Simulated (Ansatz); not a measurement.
This geometry of C$_{4}$H$_{12}$SSi (18 atoms, charge 0, multiplicity 1) is a first-order saddle point.

These are results of RHF/STO-3G in Ansatz 0.2.0, not measurements.

```xyz
18
Properties=species:S:1:pos:R:3
C -2.929 0.305 0.663
C -1.831 -0.755 0.903
S -0.171 -0.091 1.140
C 0.235 0.306 -0.576
C 1.693 0.808 -0.707
Si 3.031 -0.462 -0.349
H -2.968 1.012 1.486
H -2.748 0.860 -0.252
H -3.900 -0.175 0.579
H -1.838 -1.469 0.081
H -2.078 -1.311 1.805
H -0.434 1.079 -0.952
H 0.087 -0.570 -1.208
H 1.820 1.665 -0.054
H 1.825 1.180 -1.719
H 2.488 -1.629 0.256
H 4.008 0.098 0.521
H 3.671 -0.840 -1.563
```

Task: Which two structures does it join? (They come from a converged band through this point; their orientation in space is the band's.)

Result: No bond is made or broken. The dihedral C4–C5–Si6–H16 goes from -72 to 48°. The two ends are copies of one structure, up to a mirror image or an exchange of like atoms.

First end point:

```xyz
18
Properties=species:S:1:pos:R:3
C -2.997 0.061 0.196
C -1.886 -0.997 0.368
S -0.330 -0.371 1.032
C 0.305 0.463 -0.440
C 1.739 1.002 -0.215
Si 3.043 -0.302 0.109
H -3.213 0.551 1.141
H -2.709 0.823 -0.522
H -3.910 -0.408 -0.161
H -1.716 -1.495 -0.586
H -2.238 -1.759 1.062
H -0.343 1.295 -0.713
H 0.304 -0.224 -1.286
H 1.722 1.712 0.605
H 2.021 1.567 -1.099
H 2.896 -0.863 1.408
H 4.331 0.295 0.013
H 2.943 -1.339 -0.861
```

Last end point:

```xyz
18
Properties=species:S:1:pos:R:3
C -2.888 0.307 0.761
C -1.780 -0.745 0.984
S -0.112 -0.076 1.140
C 0.211 0.318 -0.594
C 1.668 0.797 -0.806
Si 2.992 -0.471 -0.426
H -2.896 1.036 1.567
H -2.747 0.838 -0.175
H -3.861 -0.176 0.730
H -1.818 -1.479 0.180
H -1.989 -1.279 1.909
H -0.468 1.098 -0.938
H 0.022 -0.557 -1.215
H 1.835 1.688 -0.209
H 1.766 1.105 -1.843
H 2.675 -1.707 -1.057
H 3.115 -0.681 0.975
H 4.239 -0.005 -0.929
```

Task: How far does it lie above each of them?

Result: 0.057 eV above the first and 0.057 eV above the second. This is the barrier of this one path; another mechanism may lie lower. Limits of this set-up: minimal basis.

Time of the run: 39 s on 1 thread of Arm Neoverse V2, with other jobs on the host, peak memory 0.23 GiB.
